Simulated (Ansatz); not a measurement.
`CBO[SiH](O)F` and `BO[SiH](O)F` differ in one atom or group.

Ansatz, PBE0-D4/def2-TZVP geometries, multiplicity 1. Each molecule was computed in one conformer, which needn't be the lowest.

```csv
property,`CBO[SiH](O)F`
HOMO energy (PBE/def2-TZVPP) / eV,-7.06
HOMO–LUMO gap (PBE/def2-TZVPP) / eV,5.82
HOMO energy (B3LYP/def2-TZVPP) / eV,-8.34
LUMO energy (PBE0/def2-TZVPP) / eV,-0.22
LUMO energy (ωB97M-V/def2-TZVPP) / eV,1.70
size of the dipole moment (ωB97M-V/def2-TZVPP) / D,1.44
```

Q: What does the change do to each property? (Estimate.)

A: The calculation gave: 
```csv
property,`BO[SiH](O)F`,shift
HOMO energy (PBE/def2-TZVPP) / eV,-7.19,-0.13
HOMO–LUMO gap (PBE/def2-TZVPP) / eV,5.37,-0.45
HOMO energy (B3LYP/def2-TZVPP) / eV,-8.49,-0.15
LUMO energy (PBE0/def2-TZVPP) / eV,-0.79,-0.57
LUMO energy (ωB97M-V/def2-TZVPP) / eV,1.12,-0.58
size of the dipole moment (ωB97M-V/def2-TZVPP) / D,1.92,0.48
```

With PBE0 the HOMO falls by 0.15 eV and the LUMO falls by 0.57 eV, so the gap narrows by about 0.42 eV. PBE moves the HOMO by -0.13 eV and ωB97M-V by -0.15 eV. Dipoles are sizes alone; their direction can turn.

B3LYP here is the variant with VWN-RPA as its local correlation; programs differ in this.
